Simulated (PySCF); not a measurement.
[In(OH)4]- (charge -1).
Cartesian coordinates in Å at the PBE0-D3(BJ)/def2-SVP level; atoms count from 1:
```
atom  x, y, z in Å
In1    0.0224   -0.0018   -0.0143
O2     0.0119    0.0902    2.0460
H3    -0.7787    0.5942    2.2688
O4     2.0079   -0.0881   -0.5616
H5     2.4869    0.3306    0.1618
O6    -1.0467    1.6309   -0.6791
H7    -1.4525    1.3502   -1.5065
O8    -0.8987   -1.6471   -0.8458
H9    -0.2197   -2.3285   -0.8948
```

Theory: PySCF, PBE0-D3(BJ)/def2-SVP geometry optimisation, gas phase, def2 core potentials past Kr.

Problem. Which atoms are bound to In1, and at what distances?

Solution. 4 atoms: O8 2.061 Å, O4 2.061 Å, O6 2.062 Å, O2 2.062 Å. The nearest atom not counted as bound is H3, at 2.49 Å (others tie with it).

Problem. List the angles at In1.

Solution. 
```json
{"angle": "O4–In1–O6", "degrees": "116.6", "distance of the outer atoms (Å)": "3.51"}
{"angle": "O2–In1–O8", "degrees": "115.9", "distance of the outer atoms (Å)": "3.49"}
{"angle": "O4–In1–O8", "degrees": "106.9", "distance of the outer atoms (Å)": "3.31"}
{"angle": "O2–In1–O6", "degrees": "106.5", "distance of the outer atoms (Å)": "3.30"}
{"angle": "O2–In1–O4", "degrees": "105.8", "distance of the outer atoms (Å)": "3.29"}
{"angle": "O6–In1–O8", "degrees": "105.7", "distance of the outer atoms (Å)": "3.29"}
```

Problem. What is the shape at In1?

Solution. Distorted tetrahedral: angles from 105.7° to 116.6°; τ4 = (360° − α − β)/141° = 0.90 with α and β the two widest (0 for a square, 1 for a tetrahedron).

Problem. What are the other bond lengths?

Solution. O2–H3 and 3 like bonds 0.963 Å.

Charge -1, singlet. The geometry's basis has no diffuse functions, a weakness for an anion. Not checked by PBE0-D3(BJ)/def2-SVP frequencies.
